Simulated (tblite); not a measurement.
Compound: C₂H₆GeN (doublet state).
Numbering: `[CH3:1]/[N:2]=[C:3]\[GeH3:4]` (hydrogens: H5, H6, H7 on C1; H8, H9, H10 on Ge4)
Bond orders are those of one Lewis drawing.

Computed with GFN2-xTB (tblite), gas phase: L-BFGS steps from a force-field or distance-geometry start until the largest atomic force falls under 0.01 eV/Å.

Step 45: E = -328.6133 eV
```
atom  x, y, z in Å  |  force x, y, z in eV/Å
C1     -1.8808   -0.1421    0.2658    0.002   0.016   0.014
N2     -0.9323   -0.6901   -0.6530    0.008   0.003   0.041
C3      0.2561   -0.6269   -0.8669   -0.030   0.018  -0.008
Ge4     1.8707    0.2266   -0.1922    0.014  -0.005   0.002
H5     -2.8228   -0.6814    0.1657    0.034  -0.030  -0.016
H6     -2.0516    0.9127    0.0432    0.016   0.016  -0.043
H7     -1.5109   -0.2281    1.2909   -0.016   0.001   0.017
H8      2.3409   -0.5183    1.0190    0.000  -0.011  -0.002
H9      1.8279    1.6948    0.1536   -0.022  -0.010   0.016
H10     2.9117    0.0576   -1.2486   -0.006   0.002  -0.020
```

Step 46: E = -328.6136 eV
```
atom  x, y, z in Å  |  force x, y, z in eV/Å
C1     -1.8821   -0.1415    0.2640   -0.005   0.020   0.018
N2     -0.9331   -0.6941   -0.6515   -0.024   0.003   0.061
C3      0.2554   -0.6306   -0.8612    0.029   0.020  -0.030
Ge4     1.8707    0.2263   -0.1917    0.012   0.010  -0.007
H5     -2.8230   -0.6827    0.1684    0.021  -0.032  -0.023
H6     -2.0534    0.9117    0.0360    0.009   0.023  -0.052
H7     -1.5127   -0.2202    1.2895   -0.005  -0.004   0.030
H8      2.3463   -0.5218    1.0142    0.003  -0.023   0.008
H9      1.8315    1.6936    0.1619   -0.028  -0.015   0.013
H10     2.9093    0.0640   -1.2520   -0.014  -0.001  -0.020
```

Task: Estimate the geometry and energy of step 47. (The exact step hangs on the optimiser's Hessian estimate; all steps are aligned on step 46, rigid shifts and turns removed.)

Result: E = -328.6142 eV, largest force 0.125 eV/Å
```
atom  x, y, z in Å  |  force x, y, z in eV/Å
C1     -1.8846   -0.1402    0.2614   -0.010   0.022   0.025
N2     -0.9340   -0.7005   -0.6474   -0.058   0.004   0.081
C3      0.2545   -0.6362   -0.8519    0.110   0.021  -0.056
Ge4     1.8711    0.2262   -0.1908    0.006   0.026  -0.017
H5     -2.8232   -0.6859    0.1724    0.005  -0.025  -0.031
H6     -2.0564    0.9103    0.0226   -0.006   0.023  -0.058
H7     -1.5162   -0.2065    1.2876    0.006  -0.007   0.045
H8      2.3560   -0.5288    1.0056    0.006  -0.036   0.020
H9      1.8370    1.6918    0.1764   -0.035  -0.024   0.008
H10     2.9047    0.0745   -1.2583   -0.026  -0.004  -0.017
```

The energy changes by -0.0006 eV. The first-order estimate −F·Δx gives -0.0007 eV and the mean of the old and new forces, exact on a quadratic surface, -0.0006 eV. The step makes an angle of 81° with the force vector and moves no atom by more than 0.016 Å.

What follows is the cost of the whole relaxation. Hardware: one thread, Arm Neoverse V1 (aarch64), no GPU, shared host. Cost: 0.41 s of wall time.
